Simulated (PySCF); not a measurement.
# Electron correlation in Ru³⁺ (ruthenium, charge +3)

[Kr] 4d5, high-spin 6S determinant. All numbers are calculated (PySCF 2.14, a scalar-relativistic core potential, in def2-TZVPPD with the def2 core potential (28 electrons) (6s4p3d2f1g, 56 functions)). Frozen: 4s2 4p6; 5 electrons correlated.

```tsv
level	correlation energy (mhartree)
CCSD	-65.45
(T)	-0.61
CCSD(T)	-66.06
```

Diagnostics: T1 = 0.00025, D1 = 0.0003, largest double amplitude 0.022.

Task: Is a single reference adequate?

Result: Yes, within this model without spin-orbit coupling: T1 lies below 0.03 and no double amplitude reaches 0.07.
